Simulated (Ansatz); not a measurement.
Born–Oppenheimer molecular dynamics of CH8FNOSi (13 atoms, charge 0, multiplicity 1). It starts from a rough guess of a transition structure, not a stationary point.

These are results of Ansatz, UKS r2SCAN-D4/STO-3G, not measurements.

| Quantity | Value |
| --- | --- |
| ensemble | NVE (velocity Verlet) |
| time step | 0.5 fs |
| steps asked | 150 |
| starting velocities drawn for | 1000 K |
| seed | 313668 |

First frame:

```xyz
13
Properties=species:S:1:pos:R:3
Si -1.064 -0.566 0.019
F 0.022 -1.017 -1.603
H -1.497 -1.941 -0.122
H -1.383 -0.111 1.381
N -1.467 0.846 -0.859
H 0.889 -0.989 -0.770
O 0.936 -0.790 0.485
C 1.646 0.343 0.878
H -2.210 1.439 -0.530
H -1.396 0.861 -1.865
H 2.712 0.101 0.909
H 1.324 0.641 1.879
H 1.488 1.184 0.197
```

Task: How far do the bonds stretch over the last three quarters of this one trajectory? (Pairs bonded in most of those frames.)

Result: 
```
  bond  mean (Å)  spread (Å)  shortest  longest
Si1–F2     1.919       0.021      1.89     1.96
Si1–H3     1.467       0.015      1.44     1.50
Si1–H4     1.468       0.032      1.42     1.52
Si1–N5     1.753       0.060      1.62     1.83
Si1–O7     1.831       0.060      1.68     1.89
 N5–H9     1.051       0.023      1.00     1.10
N5–H10     1.049       0.034      0.99     1.13
 O7–C8     1.482       0.089      1.35     1.62
C8–H11     1.108       0.018      1.08     1.14
C8–H12     1.109       0.017      1.08     1.14
C8–H13     1.112       0.019      1.07     1.15
```

Mean temperature of the second half: 716 K. The conserved energy stayed within 0.43 meV per atom of its start (net change 0.23 meV per atom), so the integration is sound. A run of 0.075 ps of so small a system gives no equilibrium averages. The orbitals stay closed-shell, which can raise the energy where a bond breaks towards radicals; this wasn't checked here. Limits of this set-up: minimal basis.

The run took 8.6 min on 1 thread of Intel(R) Xeon(R) 6975P-C (Granite Rapids), with other jobs on the host, peak memory 0.2 GiB.
